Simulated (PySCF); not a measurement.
# Ionisation energy of Se⁺ by level of theory

Se⁺ [Ar] 3d10 4s2 4p3 (4S) → Se²⁺ [Ar] 3d10 4s2 4p2 (3P), as a difference of total energies. All numbers are calculated (PySCF 2.14, the spin-free X2C one-electron Hamiltonian (Gaussian nucleus), in cc-pVTZ-DK (6s5p3d1f, 43 functions)). Correlated levels: valence: [Ar] 3d10 frozen. The calculations carry no spin-orbit coupling.

```
           method  ionisation energy (eV)
              UHF                  20.841
           r2SCAN                  21.573
           M06-2X                  21.235
    MP2 (valence)                  21.340
SCS-MP2 (valence)                  21.190
   CCSD (valence)                  21.306
CCSD(T) (valence)                  21.334
```

Question: How much does correlation contribute at CCSD(T) (valence)?

Answer: 21.334 − (20.841) = 0.493 eV, measured against UHF.

The reference lies between the lowest fine-structure levels, while these numbers refer to the centres of the terms.

Errors of the correlated levels include the incompleteness of this basis and the frozen core.

For comparison: 21.196 ± 0.01 eV (measured; NIST Atomic Spectra Database, ionization energies).
